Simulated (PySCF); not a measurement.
Energy of Ce²⁺ (cerium, charge +2) between two integer charges

The 4f alpha orbital of [Xe] 4f2 is emptied in steps (occupation f), with all orbitals relaxed, ending at [Xe] 4f1. All numbers are calculated (PySCF 2.14, scalar relativity through the core potential, in def2-SVP with the def2 core potential (28 electrons) (10s6p4d3f1g, 78 functions)). The exact energy is a straight line in f; departures are measured from the line between the end points of the same method.

Task: Among BHandHLYP, wB97X, B3LYP, which shows the largest delocalisation error (convex curve), and which is closest to linear?

Result: Most convex: B3LYP (-1.421 eV at f = 0.5); closest to linear: BHandHLYP (-0.620 eV).

```tsv
f	BHandHLYP (eV)	wB97X (eV)	B3LYP (eV)
1	0.000	0.000	0.000
0.9	-0.220	-0.226	-0.505
0.7	-0.517	-0.534	-1.186
0.5	-0.620	-0.642	-1.421
0.3	-0.525	-0.544	-1.201
0.1	-0.227	-0.235	-0.518
0	0.000	0.000	0.000
```

```json
{"method": "BHandHLYP", "E(f=0) − E(f=1) (eV)": "20.104", "−ε at f=1 (eV)": "17.671", "−ε at f=0.5 (eV)": "20.080"}
{"method": "wB97X", "E(f=0) − E(f=1) (eV)": "20.602", "−ε at f=1 (eV)": "18.108", "−ε at f=0.5 (eV)": "20.569"}
{"method": "B3LYP", "E(f=0) − E(f=1) (eV)": "20.852", "−ε at f=1 (eV)": "15.261", "−ε at f=0.5 (eV)": "20.807"}
```

Reference removal energy between the ground levels: 20.197 eV (semi-empirical (NIST evaluation); NIST Atomic Spectra Database, ionization energies). The calculation has no spin-orbit coupling.
